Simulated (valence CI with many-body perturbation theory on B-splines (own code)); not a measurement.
**Which ion has this spectrum?**

A relativistic CI+MBPT calculation for an atom or ion with 15 electrons gives these levels (cm⁻¹):

| J | Parity | E | g |
| --- | --- | --- | --- |
| 3/2 | odd | 0 | 1.40 |
| 3/2 | odd | 573443 | 1.44 |
| 5/2 | odd | 639306 | 1.19 |
| 1/2 | odd | 720421 | 0.66 |
| 3/2 | even | 1223234 | 0.79 |
| 3/2 | odd | 1302796 | 1.28 |
| 5/2 | even | 1361587 | 1.39 |
| 5/2 | even | 1502190 | 1.29 |
| 1/2 | even | 1597440 | 2.21 |
| 3/2 | even | 1606137 | 1.16 |
| 5/2 | even | 1794384 | 0.96 |
| 3/2 | even | 1800975 | 0.93 |
| 1/2 | even | 1806184 | 0.23 |
| 7/2 | even | 1856914 | 1.07 |

The energies are calculated, and their last digits are not significant.

Task: Which is it?
A. Xe39+
B. I38+
C. Sb36+
D. La42+

Result: A. Xe39+, ground level (3s^2 3p1/2^2 3p3/2) J=3/2.
